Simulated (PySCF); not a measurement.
## Telling isomers of C$_{6}$H$_{8}$O$_{2}$Si apart by NMR

Isolated molecule, equivalent nuclei averaged, a single conformation, non-relativistic Hamiltonian. Structure optimised with GFN2-xTB; shielding tensors at PBE0/pcSseg-1 (GIAO); PySCF.

δ = σ(ref) − σ, references computed at the same level: 1H (σ = 31.72 ppm) and 13C (σ = 186.93 ppm) against TMS. Where no couplings were computed, multiplicities follow the n + 1 count of equivalent neighbours, and m marks all less simple cases (inequivalent or close neighbours, rings, F or P nearby). Shifts are as computed. Against solution values, carbons near 30 ppm lie about +3 ppm off and those near 130 ppm about +5 ppm (rms about the fit 2.1 ppm; single classes can miss by 10 ppm). Of 1328 compounds with measured shifts, 309 miss one by over three times the rms of a fit or turn the order of signals round; such compounds aren't used in these exercises. Signals without a measured value on file couldn't be tested in this way; 1H shifts scatter by 0.2 ppm about their fit, and single ones miss by 0.5 ppm. OH and NH positions are gas-phase values without hydrogen bonding to other molecules.

(1) Tabulate the signals of `Oc1ccc(O[SiH3])cc1`, `COC(=O)C1=CC=C[SiH2]1` and their relative energies.

(2) What is the quickest way to tell Oc1ccc(O[SiH3])cc1 from COC(=O)C1=CC=C[SiH2]1?

Results:

(1) 
```tsv
SMILES	carbon types	δC	δH	E rel. (kcal/mol)
Oc1ccc(O[SiH3])cc1	2×C 4×CH	157.9, 155.1, 122.9, 119.3	6.96 (m, 2H), 6.88 (m, 2H), 5.12 (s, 3H), 3.97 (br s, 1H)	0.0
COC(=O)C1=CC=C[SiH2]1	2×C 3×CH 1×CH3	170.9, 166.3, 155.3, 146.5, 140.1, 49.9	8.17 (d, 1H), 7.45 (m, 1H), 6.67 (m, 1H), 4.66 (m, 2H), 4.17 (s, 3H)	26.4
```

Energies are electronic energies at PBE0/pcSseg-1 on these geometries, without zero-point or thermal terms, each for the one conformer computed, which needn't be the lowest.

(2) Count the carbon signals: 4 against 6. The first has an aromatic CH at 119.3 ppm, the second a methyl carbon bonded to O (CH3) at 49.9 ppm. Their most deshielded carbons lie at 157.9 and 170.9 ppm. In the proton spectra the most deshielded non-exchanging signals are 6.96 (m, 2H) and 8.17 (d, 1H).
